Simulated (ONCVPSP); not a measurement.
P (Z = 15): variants of one ONCV potential

Base potential:

P, optimised norm-conserving Vanderbilt (ONCV), made with ONCVPSP 4.0.1 (PBEsol, scalar-relativistic). Core [Ne], reference 3s2 3p2 (charge +1). Waves: 3s: rc 1.40 bohr, ncon 3, nbas 6, qcut 4 1/bohr, 1 projector; 3p: rc 1.40 bohr, ncon 3, nbas 8, qcut 6.8 1/bohr, 1 projector. Local part: polynomial inside 0.90 bohr (lpopt 5, dvloc0 4 Ha). Core correction: none.

All-electron outer shells of the reference configuration (PBEsol, scalar-relativistic, ld1.x):

| shell | level (eV) | outermost node (bohr) | outermost maximum (bohr) |
| --- | --- | --- | --- |
| 2s | -184.19 | 0.14 | 0.42 |
| 2p | -134.97 | – | 0.36 |
| 3s | -23.23 | 0.65 | 1.56 |
| 3p | -14.18 | 0.64 | 1.76 |

Cutoffs, loose and tight: the cutoffs (Ha) at which the residual kinetic energy of the hardest occupied pseudo-wave falls to 1 and 0.1 mHa per electron. They do not see the model core or the augmentation charge, which bear on the density cutoff. Test errors are all-electron minus pseudo excitation energies from the reference, over the configurations 3s2 3p3; 3s2 3p1; 3s2 3p0; 3s0 3p5. A dash means not determined; rows that change the core or the reference have their own tests.

```csv
change,outcome,"cutoff, loose","cutoff, tight",bound ghosts,GHOST(+) flags above zero,largest test error (meV)
base,generated,17 Ha,41 Ha,none,s,+75
"all radii scaled by about 0.94 (s 1.32, p 1.32 bohr); local potential polynomial inside 0.84 bohr (lpopt 5, dvloc0 4 Ha)",generated,16 Ha,40 Ha,none,none,+83
"core correction Teter function, fcfact 2.75, rcfact 1.25",generated,17 Ha,41 Ha,none,s,+53
p: nproj 2,generated,17 Ha,41 Ha,none,s,+76
"s: ncon 4, nbas 7",generated,16 Ha,40 Ha,none,s,+70
"local potential polynomial inside 0.90 bohr (lpopt 5, dvloc0 6 Ha)",generated,17 Ha,41 Ha,none,none,+64
"local potential polynomial inside 1.30 bohr (lpopt 5, dvloc0 4 Ha)",generated,17 Ha,41 Ha,none,none,+53
s: qcut 4.5; p: qcut 7.7,generated,10 Ha,32 Ha,none,s,+60
```
